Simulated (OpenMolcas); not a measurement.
# 2s² 2p² along the 6-electron sequence

```
Program             : OpenMolcas 26.06
Method              : SS-CASPT2, IPEA 0.25 Eh, imaginary shift 0.1 Eh
Basis               : ANO-R2
Scalar Hamiltonian  : X2C, finite nucleus
Spin-orbit coupling : RASSI with atomic mean-field integrals over the reference wave functions, term energies averaged over their components
```

Active space for each ion: 2 electrons in 3 orbitals (2p); closed shells correlated by CASPT2: 1s 2s.

Computed levels in cm-1 above ³P₀:

| Level | C | N+ | F3+ | Ne4+ |
| --- | --- | --- | --- | --- |
| ³P₁ | 15.5 | 47.2 | 221 | 402 |
| ³P₂ | 46.2 | 140 | 648 | 1162 |
| ¹D₂ | 10270 | 15510 | 25800 | 31050 |
| ¹S₀ | 23100 | 35180 | 57940 | 69170 |
| weight of ³P in the lowest level (%) | 100 | 100 | 100 | 100 |

Measured, with the error of the calculation in %. Measured levels: C, N+ from NIST Handbook of Basic Atomic Spectroscopic Data; F3+ from Moore, Atomic Energy Levels, vol. I, NSRDS-NBS 35 (1971 reprint of NBS Circular 467, 1949); Ne4+ from NIST levels in Podobedova, Fuhr, Reader and Wiese, J. Phys. Chem. Ref. Data 33, 525 (2004).

```tsv
Level	C	N+	F3+	Ne4+
³P₁	16.4 (-5.8)	48.7 (-2.9)	225 (-1.7)	412 (-2.6)
³P₂	43.4 (+6.4)	131 (+7.4)	613 (+5.6)	1110 (+4.7)
¹D₂	10193 (+0.7)	15316 (+1.3)	25241 (+2.2)	30292 (+2.5)
¹S₀	21648 (+6.7)	32689 (+7.6)	53544 (+8.2)	63914 (+8.2)
```

The fine-structure level ³P₂ changes by a factor of 25.2 from C to Ne4+. Its fourth root runs 2.61, 3.44, 5.05, 5.84, with steps per unit of Z of 0.83, 0.80, 0.79; equal steps would mean a (Z - σ)^4 law with constant σ.

¹D₂ changes by a factor of 3.02 over the same range, with steps per unit of Z of +5240, +5140, +5250 cm-1.

Term energies are means over components that CASPT2 splits; among the terms shown or strongly mixed into the levels shown the widest spread is 95 cm-1 (2s² 2p² ¹D, N+). With the s shell closed, the reference lacks s² → p² mixing. Measured partners are found by configuration, term and J. A level has none where our copy of the source lacks it or the pairing is in doubt (some pairs that miss far off the trend of their configuration count as doubtful), and it then counts in no deviation. Levels of configurations outside the active space are missing.
